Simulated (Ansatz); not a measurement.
Reaction (redistribution): `[OH][Al]([O][SiH3])[O][SiH3]` + `[F][SnH3]` → `[SiH3][O][AlH][O][SiH3]` + `[OH][SnH2][F]`

Calculated with Ansatz (gas phase, PBE0-D4/def2-TZVP geometries, no zero-point term in ΔE). CBS: MP2 limit from def2 TZ/QZ plus the TZ coupled-cluster correction, frozen cores. DFT in def2-TZVPP. def2 core potentials past Kr. For Sn outer-core shells are correlated without core-valence functions, which leaves a few kJ/mol of doubt a bond. Each species was taken in one conformer, which may not be the lowest.

`[OH][Al]([O][SiH3])[O][SiH3]`:

Cartesian coordinates in Å:
```
O -0.587 -2.221 1.374
Al -0.280 -0.846 0.451
O 0.903 0.213 0.966
Si 2.089 1.024 1.721
O -1.137 -0.539 -0.955
Si -1.656 0.180 -2.317
H -1.252 -2.863 1.131
H 2.305 2.335 1.053
H 3.356 0.246 1.671
H 1.728 1.265 3.143
H -3.112 0.459 -2.212
H -0.938 1.462 -2.548
H -1.420 -0.718 -3.479
```

`[F][SnH3]`:

Cartesian coordinates in Å:
```
F 0.065 -1.697 0.598
Sn -0.005 0.118 -0.042
H -1.452 0.209 -0.930
H 1.395 0.296 -0.992
H -0.004 1.074 1.365
```

`[SiH3][O][AlH][O][SiH3]`:

Cartesian coordinates in Å:
```
Si -1.256 1.906 1.264
O -0.535 0.461 1.448
Al 0.271 -0.982 1.162
O 0.783 -1.357 -0.391
Si 1.088 -1.296 -1.987
H -2.556 1.915 1.985
H -0.387 2.977 1.820
H -1.505 2.191 -0.175
H 0.544 -1.975 2.339
H 2.516 -1.620 -2.239
H 0.234 -2.282 -2.701
H 0.803 0.062 -2.526
```

`[OH][SnH2][F]`:

```xyz
6

O     0.965    1.035   -0.543
Sn   -0.366   -0.099    0.315
F    -1.003   -1.270   -1.070
H     1.713    0.554   -0.906
H     0.335   -1.144    1.459
H    -1.644    0.923    0.745
```

| level | ΔE (kcal/mol) |
| --- | --- |
| BLYP-D4 | 22.9 |
| BLYP | 22.9 |
| CAM-B3LYP | 25.1 |
| HF/def2-TZVPP | 26.4 |

(1) What does CCSD(T)/CBS give? (An estimate is asked.)

Largest T1 diagnostic among the species: 0.014.

Answers

(1) Ansatz gave: +23.7 kcal/mol. The listed levels differ from it by -0.8, -0.8, 1.4, 2.7 kcal/mol.

From BLYP to BHLYP (50 % exact exchange), in def2-TZVPP and without D4, ΔE moves by +3.1 kcal/mol. At CCSD(T), def2-SVP lies +2.1 kcal/mol from the extrapolated value and def2-TZVPP +1.5 kcal/mol.
